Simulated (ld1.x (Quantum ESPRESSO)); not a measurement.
## H: from the effect back to the setting (TM semilocal)

Base potential:

ld1.x (Quantum ESPRESSO) 7.5 input, shortened:

```
&input
   title='H', zed=1., rel=1, dft='PZ', iswitch=3,
   config='1s1 2p-2'
 /
 &inputp
   pseudotype=1, tm=.true., lloc=1,
   nlcc=.false.
 /
2
1S  1  0   1.00   0.00  1.35  1.35  0.0
2P  2  1  -2.00  -0.05  1.10  1.10  0.0
 &test
   configts(1)='1s1'
 /
```

Cutoffs, loose and tight: the cutoffs (Ry, on a coarse ladder) from which the occupation-weighted sum of valence levels, in a spherical-Bessel basis at the reference potential, stays within 10 and 1 mRy of its value at 400 Ry. They do not see the model core or the augmentation charge, which bear on the density cutoff. Test errors are all-electron minus pseudo excitation energies from the reference, over the configurations 1s0.5 (two spin-polarised tests are not counted in the largest error); variants that change the core or the reference have their own tests.

Only the s radius is moved:

| s radius (bohr) | cutoff, loose | cutoff, tight | bound ghosts |
| --- | --- | --- | --- |
| 0.9 | 30 Ry | 50 Ry | none |
| 1.08 | 21 Ry | 40 Ry | none |
| 1.24 | 18 Ry | 35 Ry | none |
| 1.64 | 15 Ry | 25 Ry | none |
| 1.76 | 12 Ry | 21 Ry | none |
| 2.06 | 10 Ry | 18 Ry | none |

One more run gave cutoff, loose: 18 Ry; cutoff, tight: 30 Ry; bound ghosts: none. Which value of the s radius was used?

1.42 bohr. The tight cutoff moves one way along this sweep, from 50 Ry at 0.9 to 18 Ry at 2.06 bohr, which places the run between 1.24 and 1.64 bohr.
